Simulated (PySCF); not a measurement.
HISeTe, SMILES [SeH][Te]I.

Coordinates come from a B3LYP-D3(BJ)/def2-SVP optimisation. The def2 effective core potentials stand for the cores of I, Te; spin–orbit coupling is left out. Other conformers were not sampled.

Computed with PySCF with ωB97X/def2-TZVPD.

Gas-phase values at a fixed geometry.

Computed frontier levels, gap, dipole moment and polarisability:
```yaml
highest_occupied_level: -8.70 eV
lowest_empty_level: -1.19 eV
orbital_gap: 7.50 eV
dipole_moment: 0.292 e·Å
quadrupole, principal values (traceless, Buckingham form, about the centre of nuclear charge): -4.13, 0.93, 3.20 D·Å
mean_static_polarisability: 114.1 bohr³ (16.90 Å³)
polarisability_principal_values: 82.9, 102.8, 156.5 bohr³
```
